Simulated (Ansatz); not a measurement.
Program: Ansatz. Geometries: PBE0-D4/def2-TZVP. ΔE: electronic, gas phase. CCSD(T)/CBS adds triple-zeta CCSD(T) − MP2 to the extrapolated MP2 energy (def2 sets, frozen cores). This one scheme is used for every species. DFT in def2-TZVPP. Each species was taken in one conformer, which may not be the lowest.

`C[O][Al]([OH])[Cl]` + H₂O → `[OH][Al]([OH])[Cl]` + CH₃OH  (formal hydrolysis of the Al–O bond)

`C[O][Al]([OH])[Cl]`:

Cartesian coordinates in Å:
```
C -1.086 -1.082 0.756
O -0.673 0.138 0.210
Al 0.720 0.716 -0.500
O 0.758 2.312 -1.027
Cl 2.382 -0.535 -0.725
H -0.302 -1.847 0.711
H -1.370 -0.943 1.803
H -1.960 -1.455 0.213
H 1.529 2.696 -1.442
```

H₂O:

```xyz
3

O     0.030   -0.196   -0.335
H     0.738    0.048    0.265
H    -0.769    0.148    0.070
```

`[OH][Al]([OH])[Cl]`:

Z-matrix (Å, degrees):
```
Al
O 1 1.680
Cl 1 2.092 2 120.9
O 1 1.680 2 118.2 3 179.9
H 2 0.955 1 122.5 3 0.0
H 4 0.955 1 122.5 2 -180.0
```

CH₃OH:

Cartesian coordinates in Å:
```
C -0.336 0.118 -0.012
O 0.843 -0.488 -0.489
H -1.064 0.085 -0.823
H -0.183 1.168 0.266
H -0.761 -0.414 0.849
H 1.500 -0.469 0.209
```

```
             species  RPA@PBE/def2-TZVPP energy (Eh)
`C[O][Al]([OH])[Cl]`                      -893.02053
                 H₂O                       -76.45633
`[OH][Al]([OH])[Cl]`                      -853.71059
               CH₃OH                      -115.76715
```

(1) Work out ΔE.

Largest T1 diagnostic among the species: 0.011.

Answers

(1) ΔE = (-853.71059) + (-115.76715) − (-893.02053) − (-76.45633) = -0.00088 Eh = -2.3 kJ/mol. CCSD(T)/CBS gives -0.9 kJ/mol.

Leaving LDA and LC-ωPBE aside and taking each functional with its dispersion term where it has one, the values, not all of them listed here, spread over 3.4 kJ/mol, from B2PLYP to BHLYP-D4. LDA lies +3.0 kJ/mol from PBE without D4. The D4 term adds +4.2 kJ/mol with B3LYP and +2.5 kJ/mol with PBE0; it sums over pairs of atoms, weighted by their polarisabilities, and B3LYP, whose exchange is more repulsive, gets the larger term.

B3LYP here is the variant with VWN-RPA as its local correlation; programs differ in this.
